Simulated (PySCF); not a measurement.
**Excitation energy of Er⁺ by level of theory**

Er⁺ [Xe] 4f12 6s1 (high-spin determinant) → Er⁺ [Xe] 4f11 6s1 6p1 (high-spin determinant), as a difference of total energies. All numbers are calculated (PySCF 2.14, scalar relativity by spin-free X2C-1e, in x2c-TZVPPall (11s7p7d4f2g, 113 functions)). Correlated levels: valence: [Kr] 4d10 frozen; valence and next inner shell: [Ar] 3d10 frozen. The calculations carry no spin-orbit coupling.

```csv
method,excitation energy (eV)
UHF,0.294
LDA,6.362
PBE,5.754
PBE0,4.635
r2SCAN,4.572
MP2 (valence),5.453
SCS-MP2 (valence),4.864
MP2 (valence and next inner shell),6.008
SCS-MP2 (valence and next inner shell),5.234
```

Question: How much does correlation contribute at MP2 (valence and next inner shell)?

Answer: 6.008 − (0.294) = 5.714 eV, measured against UHF.

A first-order spin-orbit estimate (lowest level to lowest level, LS coupling) adds -0.048 eV.

The basis was made for the ground configuration and has no added diffuse functions, so the excitation energy can come out too high.

The determinant of the upper state and of the lower state mixes LS terms, which raises its energy above the lowest term, most at the Hartree-Fock and MP2 levels.
